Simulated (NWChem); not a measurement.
System: boron monoxide dimer (B₂O₂); SMILES O=BB=O

NWChem input:

```
start job
memory heap 200 mb stack 700 mb global 900 mb
geometry units angstroms noautosym nocenter noautoz
  O      0.000000     0.000000    -2.025435
  B      0.000000     0.000000    -0.826223
  B      0.000000     0.000000     0.826223
  O      0.000000     0.000000     2.025435
end
basis spherical
  O library pcsseg-2
  B library pcsseg-2
end
dft
  xc pbe0
  iterations 150
end
property
  shielding 2 1 2
  efieldgrad
end
task dft property
```

NWChem printed, in part:

```
             Northwest Computational Chemistry Package (NWChem) 7.3.0
             --------------------------------------------------------

                             Geometry "geometry" -> ""
                             -------------------------

 Output coordinates in angstroms (scale by  1.889725989 to convert to a.u.)

  No.       Tag          Charge          X              Y              Z
 ---- ---------------- ---------- -------------- -------------- --------------
    1 O                    8.0000     0.00000000     0.00000000    -2.02543500
    2 B                    5.0000     0.00000000     0.00000000    -0.82622300
    3 B                    5.0000     0.00000000     0.00000000     0.82622300
    4 O                    8.0000     0.00000000     0.00000000     2.02543500

 Effective nuclear repulsion energy (a.u.)      66.5136065449

                              NWChem Property Module
                              ----------------------

  itol2e modified to match energy
  convergence criterion.

                                 NWChem DFT Module
                                 -----------------

 Summary of "ao basis" -> "ao basis" (spherical)
 ------------------------------------------------------------------------------
       Tag                 Description            Shells   Functions and Types
 ---------------- ------------------------------  ------  ---------------------
 O                          pcsseg-2                12       36   4s5p2d1f
 B                          pcsseg-2                12       36   4s5p2d1f

  itol2e modified to match energy
  convergence criterion.

            General Information
            -------------------
          SCF calculation type: DFT
          Wavefunction type:  closed shell.
          No. of atoms     :     4
          No. of electrons :    26
           Alpha electrons :    13
            Beta electrons :    13
          Charge           :     0
          Spin multiplicity:     1
          Use of symmetry is: off; symmetry adaption is: off
          Maximum number of iterations: 150
          AO basis - number of functions:   144
                     number of shells:    48
          Convergence on energy requested:  1.00D-07
          Convergence on density requested:  1.00D-05
          Convergence on gradient requested:  5.00D-04

              XC Information
              --------------
                         PBE0 Method XC Functional
                     Hartree-Fock (Exact) Exchange  0.250
          PerdewBurkeErnzerhof Exchange Functional  0.750
            Perdew 1991 LDA Correlation Functional  1.000 local
           PerdewBurkeErnz. Correlation Functional  1.000 non-local

             Grid Information
             ----------------
          Grid used for XC integration:  fine
          Radial quadrature: Mura-Knowles
          Angular quadrature: Lebedev.
          Tag              B.-S. Rad. Rad. Pts. Rad. Cut. Ang. Pts.
          ---              ---------- --------- --------- ---------
          O                   0.60       70          11.0       590
          B                   0.85       70          10.0       590
          Grid pruning is: on
          Number of quadrature shells:   280
          Spatial weights used:  Erf1

      Superposition of Atomic Density Guess
      -------------------------------------

 Sum of atomic energies:        -198.62616304

      Non-variational initial energy
      ------------------------------

 Total energy =    -199.611370
 1-e energy   =    -402.011438
 2-e energy   =     135.886461
 HOMO         =      -0.540603
 LUMO         =      -0.041618

   convergence    iter        energy       DeltaE   RMS-Dens  Diis-err
 ---------------- ----- ----------------- --------- --------- ---------
 d= 0,ls=0.0,diis     1   -199.8178924737 -2.66D+02  1.13D-02  2.06D+00
 d= 0,ls=0.0,diis     2   -198.2932115600  1.52D+00  8.24D-03  1.68D+01
 d= 0,ls=0.0,diis     3   -200.0782006520 -1.78D+00  5.36D-04  1.33D-02
 d= 0,ls=0.0,diis     4   -200.0793240113 -1.12D-03  1.39D-04  1.61D-03
 d= 0,ls=0.0,diis     5   -200.0794515932 -1.28D-04  3.06D-05  5.15D-05
  Resetting Diis
 d= 0,ls=0.0,diis     6   -200.0794585261 -6.93D-06  3.28D-06  3.70D-07
 d= 0,ls=0.0,diis     7   -200.0794585694 -4.33D-08  4.28D-07  5.52D-09

         Total DFT energy =     -200.079458569384
      One electron energy =     -404.706507899876
           Coulomb energy =      163.159941704821
    Exchange-Corr. energy =      -25.046498919229
 Nuclear repulsion energy =       66.513606544900

 Numeric. integr. density =       26.000000048096

                       DFT Final Molecular Orbital Analysis
                       ------------------------------------

 Vector   11  Occ=2.000000D+00  E=-4.249499D-01
              MO Center=  2.2D-09, -3.5D-09,  5.2D-05, r^2= 3.8D+00
   Bfn.  Coefficient  Atom+Function         Bfn.  Coefficient  Atom+Function
  ----- ------------  ---------------      ----- ------------  ---------------
    15      0.204580  1 O  py               123      0.204587  4 O  py
    12      0.167582  1 O  py               120      0.167587  4 O  py
    14     -0.137845  1 O  px               122     -0.137850  4 O  px
    48      0.114040  2 B  py                84      0.114043  3 B  py
    11     -0.112916  1 O  px               119     -0.112920  4 O  px

 Vector   12  Occ=2.000000D+00  E=-4.039483D-01
              MO Center= -1.5D-10,  5.2D-10, -5.1D-05, r^2= 4.1D+00
   Bfn.  Coefficient  Atom+Function         Bfn.  Coefficient  Atom+Function
  ----- ------------  ---------------      ----- ------------  ---------------
    14      0.215995  1 O  px               122     -0.215989  4 O  px
    11      0.179309  1 O  px               119     -0.179305  4 O  px
    15      0.156664  1 O  py               123     -0.156659  4 O  py
    12      0.130055  1 O  py               120     -0.130052  4 O  py
    17      0.101974  1 O  px               125     -0.101971  4 O  px

 Vector   13  Occ=2.000000D+00  E=-4.039483D-01
              MO Center=  6.8D-10, -1.0D-09, -5.1D-05, r^2= 4.1D+00
   Bfn.  Coefficient  Atom+Function         Bfn.  Coefficient  Atom+Function
  ----- ------------  ---------------      ----- ------------  ---------------
    15      0.215995  1 O  py               123     -0.215989  4 O  py
    12      0.179309  1 O  py               120     -0.179305  4 O  py
    14     -0.156664  1 O  px               122      0.156659  4 O  px
    11     -0.130055  1 O  px               119      0.130052  4 O  px
    18      0.101974  1 O  py               126     -0.101971  4 O  py

 Vector   14  Occ=0.000000D+00  E=-9.084311D-02
              MO Center= -2.5D-10,  1.5D-09,  3.5D-07, r^2= 3.0D+00
   Bfn.  Coefficient  Atom+Function         Bfn.  Coefficient  Atom+Function
  ----- ------------  ---------------      ----- ------------  ---------------
    51      0.236757  2 B  py                87      0.236758  3 B  py
    50      0.220049  2 B  px                86      0.220049  3 B  px
    18     -0.172844  1 O  py               126     -0.172844  4 O  py
    17     -0.160646  1 O  px               125     -0.160646  4 O  px
    15     -0.128953  1 O  py               123     -0.128953  4 O  py

 Vector   15  Occ=0.000000D+00  E=-9.084311D-02
              MO Center= -3.3D-09,  3.2D-09,  3.5D-07, r^2= 3.0D+00
   Bfn.  Coefficient  Atom+Function         Bfn.  Coefficient  Atom+Function
  ----- ------------  ---------------      ----- ------------  ---------------
    50      0.236757  2 B  px                86      0.236758  3 B  px
    51     -0.220049  2 B  py                87     -0.220049  3 B  py
    17     -0.172844  1 O  px               125     -0.172844  4 O  px
    18      0.160646  1 O  py               126      0.160646  4 O  py
    14     -0.128953  1 O  px               122     -0.128953  4 O  px

 Vector   16  Occ=0.000000D+00  E= 2.563381D-02
              MO Center= -1.8D-08,  2.1D-08,  1.7D-05, r^2= 7.3D+00
   Bfn.  Coefficient  Atom+Function         Bfn.  Coefficient  Atom+Function
  ----- ------------  ---------------      ----- ------------  ---------------
    55      1.113731  2 B  pz                91      1.113735  3 B  pz
    40      1.034185  2 B  s                 76     -1.034170  3 B  s
    52     -0.485078  2 B  pz                88     -0.485078  3 B  pz
    39     -0.447079  2 B  s                 75      0.447068  3 B  s
    19     -0.209665  1 O  pz               127     -0.209667  4 O  pz

     Multipole analysis of the density
     ---------------------------------

     L   x y z        total         alpha         beta         nuclear
     -   - - -        -----         -----         ----         -------
     0   0 0 0     -0.000000    -13.000000    -13.000000     26.000000

     1   1 0 0      0.000000      0.000000      0.000000      0.000000
     1   0 1 0     -0.000000     -0.000000     -0.000000      0.000000
     1   0 0 1     -0.000007     -0.000004     -0.000004      0.000000

     2   2 0 0    -14.790906     -7.395453     -7.395453      0.000000
     2   1 1 0      0.000000      0.000000      0.000000      0.000000
     2   1 0 1      0.000000      0.000000      0.000000      0.000000
     2   0 2 0    -14.790906     -7.395453     -7.395453      0.000000
     2   0 1 1     -0.000000     -0.000000     -0.000000      0.000000
     2   0 0 2    -25.117978   -141.946926   -141.946926    258.775874

          -----------------------
          Electric field gradient
          -----------------------

 1 a.u. = 0.324123 10**(16) esu/cm**3  ( or statvolts/cm**2 ) = 0.97174 10**(22) v/m**2

 ------------------------------------------------------------
   Atom      X         Y         Z
 ------------------------------------------------------------
    1 O    0.00000   0.00000  -3.82752
 ------------------------------------------------------------

 Electric field gradient in molecular frame (a.u.)
         XX             YY             ZZ             XY             XZ             YZ
 ------------------------------------------------------------------------------------------
       -0.368013      -0.368013       0.736026       0.000000       0.000000      -0.000000

 Principal components (a.u.) and orientation
 of principal axis w.r.t. absolute frame                      Asymmetry parameter eta
 --------------------------------------------------------------------------------------
        0.736026      -0.368013      -0.368013                       0.000000

        0.000000      -0.680763       0.732504
       -0.000000       0.732504       0.680763
        1.000000       0.000000       0.000000

 ------------------------------------------------------------
   Atom      X         Y         Z
 ------------------------------------------------------------
    2 B    0.00000   0.00000  -1.56134
 ------------------------------------------------------------

 Electric field gradient in molecular frame (a.u.)
         XX             YY             ZZ             XY             XZ             YZ
 ------------------------------------------------------------------------------------------
       -0.200518      -0.200518       0.401036      -0.000000      -0.000000       0.000000

 Principal components (a.u.) and orientation
 of principal axis w.r.t. absolute frame                      Asymmetry parameter eta
 --------------------------------------------------------------------------------------
        0.401036      -0.200518      -0.200518                       0.000000

       -0.000000       0.739276      -0.673402
        0.000000       0.673402       0.739276
        1.000000      -0.000000      -0.000000

 ------------------------------------------------------------
   Atom      X         Y         Z
 ------------------------------------------------------------
    3 B    0.00000   0.00000   1.56134
 ------------------------------------------------------------

 Electric field gradient in molecular frame (a.u.)
         XX             YY             ZZ             XY             XZ             YZ
 ------------------------------------------------------------------------------------------
       -0.200519      -0.200519       0.401038       0.000000      -0.000000       0.000000

 Principal components (a.u.) and orientation
 of principal axis w.r.t. absolute frame                      Asymmetry parameter eta
 --------------------------------------------------------------------------------------
        0.401038      -0.200519      -0.200519                       0.000000

       -0.000000       0.999375       0.035359
        0.000000      -0.035359       0.999375
        1.000000       0.000000      -0.000000

 ------------------------------------------------------------
   Atom      X         Y         Z
 ------------------------------------------------------------
    4 O    0.00000   0.00000   3.82752
 ------------------------------------------------------------

 Electric field gradient in molecular frame (a.u.)
         XX             YY             ZZ             XY             XZ             YZ
 ------------------------------------------------------------------------------------------
       -0.368011      -0.368011       0.736022       0.000000      -0.000000       0.000000

[...]

          -----------------------------------------
          Chemical Shielding Tensors (GIAO, in ppm)
          -----------------------------------------

                                NWChem CPHF Module
                                ------------------

  scftype          =     RHF
  nclosed          =       13
  nopen            =        0
  variables        =     1703
  # of vectors     =        3
  tolerance        = 0.10D-03
  level shift      = 0.00D+00
  max iterations   =       50
  max subspace     =       30

 SCF residual:    1.5743136419535780E-004

Iterative solution of linear equations
  No. of variables     1703
  No. of equations        3
  Maximum subspace       30
        Iterations       50
       Convergence  1.0D-04

   iter   nsub   residual    time
   ----  ------  --------  ---------
     1      3    4.95D-01     101.7
     2      6    2.07D-02     108.2
     3      9    7.77D-04     114.1
     4     12    3.60D-05     119.4

      Atom:    1  O
        Diamagnetic
    378.8611     -0.0000     -0.0000
     -0.0000    378.8611      0.0000
     -0.0000      0.0000    410.6540

        Paramagnetic
   -606.9156     -0.0000     -0.0000
     -0.0000   -606.9156      0.0000
     -0.0000      0.0000      0.0000

        Total Shielding Tensor
   -228.0545     -0.0000     -0.0000
     -0.0000   -228.0545      0.0000
     -0.0000      0.0000    410.6540

           isotropic =     -15.1517
          anisotropy =     638.7086

          Principal Components and Axis System
                 1           2           3
              410.6540   -228.0545   -228.0545

      1        -0.0000      0.7331     -0.6801
      2         0.0000      0.6801      0.7331
      3         1.0000     -0.0000     -0.0000

      Atom:    2  B
        Diamagnetic
    201.1545      0.0000     -0.0000
      0.0000    201.1545      0.0000
     -0.0000      0.0000    219.9402

        Paramagnetic
   -181.0802     -0.0000      0.0000
     -0.0000   -181.0802     -0.0000
      0.0000     -0.0000      0.0000

        Total Shielding Tensor
     20.0743     -0.0000     -0.0000
     -0.0000     20.0743      0.0000
     -0.0000      0.0000    219.9402

           isotropic =      86.6963
          anisotropy =     199.8659

          Principal Components and Axis System
                 1           2           3
              219.9402     20.0743     20.0743

      1        -0.0000      0.9782      0.2075
      2         0.0000     -0.2075      0.9782
      3         1.0000      0.0000     -0.0000
```

Level: PBE0/pcSseg-2, GIAO. Coordinates come from a PBE0/def2-SVP optimisation. NWChem prints the field gradient with the sign opposite to the second derivative of the potential. The printed shielding anisotropy is the first printed principal value minus the mean of the other two.
